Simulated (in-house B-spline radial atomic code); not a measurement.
A fraction x of an electron is removed from 3d in As+, starting from [Ar] 3d10 4s2 4p2 and keeping the highest spin. Level of theory: scalar-relativistic (X2C) HSE06, spin-polarised, spherical fractional occupations, Fermi nucleus of rms radius 4.0968 fm; calculated with an all-electron radial atomic-structure program (B-spline basis).

Caution: exact exchange at fractional occupations of open shells leaves self-interaction of up to several eV.

```tsv
x	E(x) - E(0) (eV)	3d down level (eV)
0	0.0000	-54.044
0.07	3.8314	-55.428
0.19	10.6269	-57.835
0.29	16.5119	-59.870
0.42	?	?
0.5	29.5408	-64.232
0.54	32.1270	-65.076
0.68	?	?
0.87	54.7687	-72.190
0.89	56.2169	-72.630
1	64.3398	-75.065
```

(1) What belongs in the row x = 0.42?

(2) What belongs in the row x = 0.68?

(3) Check Janak's theorem between x = 0.07 and 0.19.

Answers

(1) An energy change of 24.4694 eV; 3d down at -62.557 eV.

(2) An energy change of 41.4460 eV; 3d down at -68.061 eV.

(3) The slope of the energy is 56.63 eV; the orbital levels give 56.63 eV (-ε of the emptying orbital, averaged over the two points).
